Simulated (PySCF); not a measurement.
CH₃Si, charge +1, multiplicity 1. Atoms are numbered in the order given.

```xyz
5

C      0.0000     0.0000    -1.0999
Si     0.0000     0.0000     0.5632
H      0.0000     0.9337    -1.6613
H      0.0000    -0.9337    -1.6613
H      0.0000     0.0000     2.0380
```
Charge +1, spin multiplicity 1.

Geometry optimised at r2SCAN-D4/def2-TZVP. A frequency run showed that this geometry is not a minimum. The multiplicity is an assumed one; other spin states were not compared. The isomer is the one that the SMILES or the coordinates give; other isomers of the formula were not compared.

Calculation: PBE/def2-TZVPD (PySCF).

The total energy is -328.79964 hartree, the point group is C2v and the highest occupied level is -12.58 eV. The lowest empty level is -10.41 eV. The orbital gap comes out as 2.17 eV. The dipole moment about the centre of nuclear charge is 1.98 D, the mean static polarisability is 35.2 bohr³ (5.21 Å³) and the polarisability, principal values is 26.2, 29.4, 49.9 bohr³.
